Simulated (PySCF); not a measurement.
How methods differ on the excitation energy of N²⁺

N²⁺ [He] 2s2 2p1 (2P) → N²⁺ [He] 2s2 3s1 (2S), as a difference of total energies. Calculation: PySCF 2.14, in x2c-TZVPPall with one added diffuse shell each of s, p, d type (6s4p3d1f, 40 functions); the spin-free X2C one-electron Hamiltonian (Gaussian nucleus). Correlated levels: valence: 1s2 frozen. The calculations carry no spin-orbit coupling.

```csv
method,excitation energy (eV)
UHF,27.635
MP2 (valence),27.430
SCS-MP2 (valence),27.408
CCSD (valence),27.323
CCSD(T) (valence),27.300
CCSDT (valence),27.291
```

Task: How much does correlation contribute at CCSD(T) (valence)?

Result: 27.300 − (27.635) = -0.335 eV, measured against UHF.

A first-order spin-orbit estimate (lowest level to lowest level, LS coupling) adds 0.015 eV.

The promoted electron is Rydberg-like, and one or two diffuse shells describe it only roughly, which tends to raise the upper state.
